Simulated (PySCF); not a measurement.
Computed with PBE-D3(BJ)/def2-TZVP // PBE-D3(BJ)/def2-SVP (PySCF). Gas-phase values, no solvent. 

Reference species: [Ti(F)4] (neutral, multiplicity 1).

The coordination number is 4. The HOMO–LUMO gap is 6.33 eV and the LUMO is -4.10 eV.

Changed species: [Zr(F)4] (M = Zr; the reference has M = Ti).

**Question.** What does the change do to the coordination number, HOMO–LUMO gap and LUMO?

**Answer.** the coordination number stays essentially unchanged; the HOMO–LUMO gap rises by 1.45 eV, to 7.78 eV; the LUMO increases by 1.75 eV, to -2.35 eV.
